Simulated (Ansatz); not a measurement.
Start from `F[SiH](Cl)[O][GeH3]` and change one atom or group to get `F[SiH](Cl)C[SiH3]`.

Ansatz, PBE0-D4/def2-TZVP geometries, multiplicity 1. Each molecule was computed in one conformer, which needn't be the lowest.

Scalar relativity is left out up to krypton.

| property | `F[SiH](Cl)[O][GeH3]` |
| --- | --- |
| HOMO–LUMO gap (PBE/def2-TZVPP) / eV | 6.64 |
| size of the dipole moment (PBE/def2-TZVPP) / D | 2.08 |
| LUMO energy (PBE/def2-TZVPP) / eV | -1.08 |
| LUMO energy (B3LYP/def2-TZVPP) / eV | -0.43 |
| size of the dipole moment (ωB97M-V/def2-TZVPP) / D | 2.16 |
| HOMO energy (B3LYP/def2-TZVPP) / eV | -8.96 |

Problem. What does the change do to each property? (Estimate.)

Solution. Ansatz gave: 
```csv
property,`F[SiH](Cl)C[SiH3]`,shift
HOMO–LUMO gap (PBE/def2-TZVPP) / eV,6.93,0.29
size of the dipole moment (PBE/def2-TZVPP) / D,1.77,-0.31
LUMO energy (PBE/def2-TZVPP) / eV,-0.62,0.46
LUMO energy (B3LYP/def2-TZVPP) / eV,0.07,0.50
size of the dipole moment (ωB97M-V/def2-TZVPP) / D,1.84,-0.32
HOMO energy (B3LYP/def2-TZVPP) / eV,-8.65,0.31
```

With PBE0 the HOMO rises by 0.35 eV and the LUMO rises by 0.45 eV, so the gap widens by about 0.10 eV. PBE moves the HOMO by 0.17 eV and ωB97M-V by 0.47 eV. Dipoles are sizes alone; their direction can turn.

Positive LUMOs are unbound, so they and the gaps depend on the basis.

B3LYP here is the variant with VWN-RPA as its local correlation; programs differ in this.
